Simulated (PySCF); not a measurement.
**In³⁺ (indium, charge +3) across methods**

[Kr] 4d10, closed-shell 1S. Calculation: PySCF 2.14, in x2c-QZVPPall; scalar relativity by spin-free X2C-1e.

```json
{"method": "r2SCAN", "E (hartree)": "-5879.07", "mean ε 4s (eV)": "-152.24", "mean ε 4p (eV)": "-109.87", "mean ε 4d (eV)": "-48.317", "Σ⟨r²⟩ (bohr²)": "25.49", "⟨S²⟩": "0.000"}
{"method": "UHF", "E (hartree)": "-5876.52238", "mean ε 4s (eV)": "-173.38", "mean ε 4p (eV)": "-126.61", "mean ε 4d (eV)": "-56.571", "Σ⟨r²⟩ (bohr²)": "25.39", "⟨S²⟩": "0.000"}
{"method": "PBEsol", "E (hartree)": "-5875.87", "mean ε 4s (eV)": "-148.98", "mean ε 4p (eV)": "-107.62", "mean ε 4d (eV)": "-47.864", "Σ⟨r²⟩ (bohr²)": "25.63", "⟨S²⟩": "0.000"}
{"method": "M06-L", "E (hartree)": "-5879.01", "mean ε 4s (eV)": "-152.68", "mean ε 4p (eV)": "-110.02", "mean ε 4d (eV)": "-48.094", "Σ⟨r²⟩ (bohr²)": "25.30", "⟨S²⟩": "0.000"}
{"method": "LDA", "E (hartree)": "-5873.20", "mean ε 4s (eV)": "-149.08", "mean ε 4p (eV)": "-107.80", "mean ε 4d (eV)": "-48.130", "Σ⟨r²⟩ (bohr²)": "25.68", "⟨S²⟩": "0.000"}
{"method": "PBE0", "E (hartree)": "-5878.73", "mean ε 4s (eV)": "-155.53", "mean ε 4p (eV)": "-112.77", "mean ε 4d (eV)": "-50.356", "Σ⟨r²⟩ (bohr²)": "25.52", "⟨S²⟩": "0.000"}
{"method": "PBE", "E (hartree)": "-5878.64", "mean ε 4s (eV)": "-149.12", "mean ε 4p (eV)": "-107.71", "mean ε 4d (eV)": "-47.877", "Σ⟨r²⟩ (bohr²)": "25.63", "⟨S²⟩": "0.000"}
```

Estimate the same row for B3LYP.

E (hartree) = -5879.12; mean ε 4s (eV) = -154.27; mean ε 4p (eV) = -111.78; mean ε 4d (eV) = -49.914; Σ⟨r²⟩ (bohr²) = 25.63; ⟨S²⟩ = 0.000.
